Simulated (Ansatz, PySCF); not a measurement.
Breaking a bond: GeLi (anion, charge -1), lowest triplet found (which spin is the ground state isn't settled by this scan). Each curve is given relative to its own lowest point between 2.17 and 3.15 Å, where full CI is lowest.

```csv
R / Å,A,B,C
1.78,50.7,47.9,47.3
1.95,25.5,23.9,23.1
2.04,16.9,15.8,14.9
2.17,8.5,7.9,7.1
2.26,4.8,4.4,3.8
2.34,2.6,2.4,1.8
2.41,1.3,1.2,0.8
2.51,0.3,0.2,0.1
2.57,0.0,0.0,0.0
2.67,0.0,0.1,0.3
2.80,0.6,0.7,1.3
2.97,2.0,2.2,3.2
3.15,3.9,4.2,5.6
3.37,6.4,6.8,8.6
3.64,9.4,9.8,12.1
3.96,12.5,13.0,15.7
4.40,15.9,16.5,19.5
4.90,18.7,19.4,22.5
5.47,20.8,21.6,24.7
6.18,22.2,22.9,26.1
7.24,23.0,23.4,26.7
8.43,22.9,23.0,26.3
```

Energies in kcal/mol.

### Question
Assign the columns to these levels of theory: unrestricted B3LYP/6-31G*, spherical d run with PySCF 2.14.0; unrestricted LDA (SVWN5)/6-31G*, spherical d in PySCF; unrestricted PBE/aug-cc-pVDZ in Ansatz (a program for electronic structure).

### Answer
A is UKS-B3LYP/6-31G*; B is UKS-PBE; C is UKS-LDA (SVWN5)/6-31G*.

The unrestricted determinant behind UKS-LDA (SVWN5)/6-31G*, UKS-PBE, UKS-B3LYP/6-31G* is spin-contaminated at 1.78 to 8.43 Å (<S²> up to 2.7, against 2.00 for a pure triplet). Where the anion isn't bound against loss of the electron, the finite basis alone holds it.
